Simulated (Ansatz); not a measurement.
Ansatz (an electronic-structure program) input (CCSD(T)/def2-SVPD):

Ansatz 0.2 input:
```yaml
crystal:
  periodic: [false, false, false]
  atoms:
    - {symbol: Si, position_ang: [-1.55689240, -0.01072249, 0.03241634]}
    - {symbol: Ge, position_ang: [0.73062527, 0.00503190, -0.01521248]}
    - {symbol: H, position_ang: [-2.28844008, 1.22713903, 0.33001745]}
    - {symbol: H, position_ang: [-2.28308120, -1.25862361, -0.23483298]}
    - {symbol: H, position_ang: [1.49677345, -1.27472892, -0.32310709]}
    - {symbol: H, position_ang: [1.49123289, 1.29530766, 0.26089327]}
basis:
  gaussian:
    orbitals: def2-SVPD
total_charge: 1
magnetization: {spin_polarized: true, initial_magnetization: 1}
correlation: {method: ccsd_t, electrons: outside_noble_gas}
output: {forces: true}
```

End of the output:

```
mean field evaluation 16: about -64381.1755 eV, gradient 1.8e-1 eV
mean field evaluation 32: about -64377.6807 eV, gradient 5.4e-4 eV
mean field -64381.17607027 eV, -2365.9645814539 hartree, gradient 1.6e-6 eV, S^2 0.758860; 1 other end points of the search recorded, 0 dependent functions left out
determinant -64381.17607027 eV, -2365.9645814539 hartree, with singles and doubles -64386.82259630 eV, -2366.1720874580 hartree
determinant -64377.68072856 eV, -2365.8361300155 hartree, with singles and doubles -64383.69442918 eV, -2366.0571294370 hartree
19 core orbitals not correlated
reference -64381.17607027 eV, -2365.9645814539 hartree; 6, 5 occupied and 69, 70 virtual orbitals, 912 factors
densities: 0.62 GiB planned
second order -4.50710447 eV of doubles, -0.00000000 eV of singles
coupled cluster: 0.42 GiB planned
cycle   1  -5.61149449 eV  change   -1.6e-1 eV  update   1.7e-2
cycle   2  -5.61728705 eV  change   -5.8e-3 eV  update   4.8e-3
cycle   3  -5.61966504 eV  change   -2.4e-3 eV  update   1.4e-3
cycle   4  -5.62020549 eV  change   -5.4e-4 eV  update   3.7e-4
cycle   5  -5.62029126 eV  change   -8.6e-5 eV  update   1.2e-4
cycle   6  -5.62033045 eV  change   -3.9e-5 eV  update   3.9e-5
cycle   7  -5.62034488 eV  change   -1.4e-5 eV  update   1.4e-5
cycle   8  -5.62034593 eV  change   -1.1e-6 eV  update   5.4e-6
cycle   9  -5.62034496 eV  change    9.7e-7 eV  update   2.0e-6
cycle  10  -5.62034472 eV  change    2.4e-7 eV  update   7.6e-7
perturbative correction -0.15922877 eV, -0.0058515495 hartree
the calculation of the forces begins
Total energy: -64386.95564377 eV, -2366.1769768624 hartree
Atom 0 at    -1.556892    -0.010722     0.032416 Å, force    -0.113358    -0.000781     0.002360 eV/Å
Atom 1 at     0.730625     0.005032    -0.015212 Å, force     0.143049     0.000985    -0.002978 eV/Å
Atom 2 at    -2.288440     1.227139     0.330017 Å, force    -0.055741     0.092621     0.022290 eV/Å
Atom 3 at    -2.283081    -1.258624    -0.234833 Å, force    -0.055340    -0.093386    -0.019977 eV/Å
Atom 4 at     1.496773    -1.274729    -0.323107 Å, force     0.040837    -0.065610    -0.015820 eV/Å
Atom 5 at     1.491233     1.295308     0.260893 Å, force     0.040553     0.066171     0.014125 eV/Å
Dipole moment:    -0.359949    -0.002479     0.007495 e Å
```
